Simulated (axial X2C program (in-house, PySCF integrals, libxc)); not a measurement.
## Potential curves of SnCl, two-component

All values were computed with an in-house all-electron X2C program for linear molecules (integrals from PySCF). Two-component (2c) means X2C with spin–orbit coupling and atomic mean-field two-electron Coulomb and Gaunt terms. Basis: Sn dyall-cv3z [11s12p9d4f1g], Cl dyall-av3z [9s8p3d2f] (cores contracted in-house); Gaussian nuclei, density fitting, unrestricted open shells. Masses: Sn 119.902 u, Cl 34.969 u.

State: Ω = 1/2 (⟨Sz⟩ = -0.50, ⟨Lz⟩ = 1.00 at HF). Energies in eV from the lowest point of each curve. Fits are polynomials in 1 − R0/R over 0.85 to 1.23 times the lowest point R0.

```json
{"R (Å)": "2.0749", "MP2": "0.9379", "B3LYP": "0.9567", "CCSD(T)": ""}
{"R (Å)": "2.1704", "MP2": "0.3936", "B3LYP": "0.4148", "CCSD(T)": "0.4100"}
{"R (Å)": "2.2419", "MP2": "0.1614", "B3LYP": "0.1787", "CCSD(T)": "0.1722"}
{"R (Å)": "2.3134", "MP2": "0.0393", "B3LYP": "0.0491", "CCSD(T)": "0.0445"}
{"R (Å)": "2.3850", "MP2": "0.0000", "B3LYP": "0.0000", "CCSD(T)": "0.0000"}
{"R (Å)": "2.4685", "MP2": "0.0316", "B3LYP": "0.0179", "CCSD(T)": "0.0258"}
{"R (Å)": "2.5519", "MP2": "0.1229", "B3LYP": "0.0936", "CCSD(T)": "0.1116"}
{"R (Å)": "2.6593", "MP2": "0.2994", "B3LYP": "0.2483", "CCSD(T)": "0.2813"}
{"R (Å)": "2.7904", "MP2": "0.5684", "B3LYP": "0.4887", "CCSD(T)": ""}
{"R (Å)": "2.9812", "MP2": "1.0050", "B3LYP": "0.8811", "CCSD(T)": ""}
```

Correlated methods: 11 electrons correlated (number of frozen shells: Sn 4 s, 3 p, 2 d; Cl 2 s, 1 p), 257 virtual spin orbitals or spinors in MP2, 90 natural virtuals in coupled cluster.

One determinant describes the state; a PBE0 search over occupations chose it and may have missed a lower one. Density functionals use the spin component along the axis (collinear). Coupled cluster ran in a truncated set of natural virtual spinors; the MP2 energy of the rest was added. (T) has no such correction and the atoms are truncated less, which lowers De at CCSD(T) by a hundredth of an eV or more. Without a current term, density functionals place determinants with orbital angular momentum somewhat too high. With the outer-core shells frozen, correlated bond lengths of heavy atoms tend to come out a few hundredths of an ångström too long. Coupled cluster ran on the points near the minimum only. MP2 and coupled cluster on one determinant become unreliable at the stretched end.

(1) What are Re and ωe at the MP2 level?

(2) Fit the B3LYP curve near its minimum: give the equilibrium distance and the harmonic wavenumber.

(3) What are Re and ωe at the CCSD(T) level?

Results:

(1) At MP2, 2c: Re = 2.391 Å, ωe ≈ 344 cm⁻¹; Be follows as 0.109 cm⁻¹.

(2) At B3LYP, 2c: Re = 2.405 Å, ωe ≈ 329 cm⁻¹; Be follows as 0.108 cm⁻¹.

(3) At CCSD(T), 2c: Re = 2.397 Å, ωe ≈ 340 cm⁻¹; Be follows as 0.108 cm⁻¹.
